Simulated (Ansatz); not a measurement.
`B[SiH2]Br` + `N[SiH3]` → `[SiH3]N[SiH2]Br` + BH₃ at 700 K and 1 bar (cleavage of the Si–B bond).

Computed with Ansatz on PBE0-D4/def2-TZVP structures; ΔE is electronic, products minus reactants. CCSD(T)/CBS adds triple-zeta CCSD(T) − MP2 to the extrapolated MP2 energy (def2 sets, frozen cores). This one scheme is used for every species. For Br outer-core shells are correlated without core-valence functions, which leaves a few kJ/mol of doubt a bond. Scalar relativity is left out up to krypton. Each species was taken in one conformer, which may not be the lowest.

```csv
species,CCSD(T)/CBS energy (Eh),H − E (kJ/mol),S (J/(mol·K))
`B[SiH2]Br`,-2889.59767,156.5,403.7
`N[SiH3]`,-346.80422,180.7,336.3
`[SiH3]N[SiH2]Br`,-3209.88376,236.7,484.4
BH₃,-26.55200,96.5,225.0
```

H − E and S are ideal-gas, rigid-rotor, harmonic terms from PBE0-D4/def2-TZVP, for one conformer and one mirror image of each species. 1 Eh = 2625.50 kJ/mol, R = 8.31446 J/(mol·K).

Q: By hand: ΔE, ΔH, ΔS and ΔG.

A: ΔE = (-3209.88376) + (-26.55200) − (-2889.59767) − (-346.80422) = -0.03387 Eh = -88.9 kJ/mol. Δ(H − E) = 236.7 + 96.5 − 156.5 − 180.7 = -4.0, so ΔH = -92.9 kJ/mol. ΔS = 484.4 + 225.0 − 403.7 − 336.3 = -30.6 J/(mol·K). ΔG = -92.9 − 700 × (-30.6)/1000 = -71.5 kJ/mol.

Q: By hand: the equilibrium constant, and the temperature at which ΔG would vanish if ΔH and ΔS stayed fixed.

A: log₁₀ K = −ΔG/(RT ln 10) = 5.3. ΔG = 0 at ΔH/ΔS = 3036 K, far beyond where these terms or the molecules hold.

ΔH outweighs TΔS. A doubt of 5 kJ/mol in ΔE shifts log₁₀ K by 0.4 here. Other conformers and mirror images would add mixing entropy, several J/(mol·K) or more a flexible species. Modes under 60 cm⁻¹, often nearly free rotors, make the harmonic entropy too high. These are equilibria of isolated gas molecules and say nothing of rates. Largest T1 diagnostic: 0.009 (customary marks: 0.02 for closed shells, 0.045 for open ones).
